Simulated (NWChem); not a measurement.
# BeGeH$_{3}$Cl; SMILES [Cl][Be][GeH3]

```xyz
6

Be     0.0000     0.0000     0.7923
Cl     0.0000     0.0000     2.6136
Ge     0.0000     0.0000    -1.3937
H     -1.2074     0.7658    -1.9743
H      1.2669     0.6627    -1.9743
H     -0.0595    -1.4285    -1.9743
```
Atoms are numbered in this order, from 1.

Level: PBE0/def2-SVP (NWChem), optimised geometry, unscaled harmonic frequencies. 

### Question
List the harmonic frequencies with IR intensities, and the thermochemistry.

### Answer
| frequency (cm⁻¹) | IR intensity (km/mol) |
|---|---|
| 167 | 19.4 |
| 167 | 19.4 |
| 259 | 3.0 |
| 451 | 0.2 |
| 451 | 0.2 |
| 803 | 129.8 |
| 890 | 31.0 |
| 890 | 31.0 |
| 991 | 180.4 |
| 2136 | 55.3 |
| 2138 | 112.0 |
| 2138 | 112.0 |

```json
{
  "zero_point_energy": "16.4 kcal/mol",
  "thermal correction to the enthalpy at 298.15 K (with zero-point energy)": "20.3 kcal/mol",
  "heat capacity Cv": "16.3 cal/(mol K)",
  "entropy at 298.15 K and 1 atm (symmetry number 3)": "72.2 cal/(mol K)",
  "dipole_moment": "0.19 D"
}
```

Rigid rotor and harmonic oscillator.
